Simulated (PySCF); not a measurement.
Geometry (Å), atoms numbered from 1 in this order:
```xyz
9

Pd    0.0086    0.0223    0.0001
P    -0.0002   -0.0082    2.2618
H     0.7996   -0.9407    2.9807
H    -1.2021   -0.2597    2.9816
H     0.3882    1.1327    3.0194
P     0.0036    0.0172   -2.2618
H     1.1775    0.3360   -3.0010
H    -0.8682    0.8694   -2.9964
H    -0.3071   -1.1690   -2.9845
```

Geometry: PBE0-D3(BJ)/def2-SVP; GIAO absolute shieldings from PySCF, gas phase, scalar relativity only through the core potential, averaged over equivalent atoms.

At B3LYP/pcSseg-1 (def2-TZVP on Pd) (118 basis functions, 18 s wall time on 1 thread of an x86-64 server CPU, shared host):
```csv
atoms,σ (ppm)
P2/P6,522.0
H3/H4/H5/H7/H8/H9,28.13
```

Q: Estimate the result of repeating the calculation with PBE0/pcSseg-1 (def2-TZVP on Pd).

A: 
```csv
atoms,σ at PBE0/pcSseg-1 (def2-TZVP on Pd),change
P2/P6,544.8,+22.8
H3/H4/H5/H7/H8/H9,27.98,-0.15
```

The largest change is at P2/P6 (phosphorus bonded to Pd, 3 H). Cost: 118 basis functions, 15 s wall time on 1 thread of an x86-64 server CPU, shared host.

Pd is described by an effective core potential, so it has no shielding of its own here; spin–orbit effects on the atoms bonded to it, which can be large, are absent, and the values of these neighbours are rough.
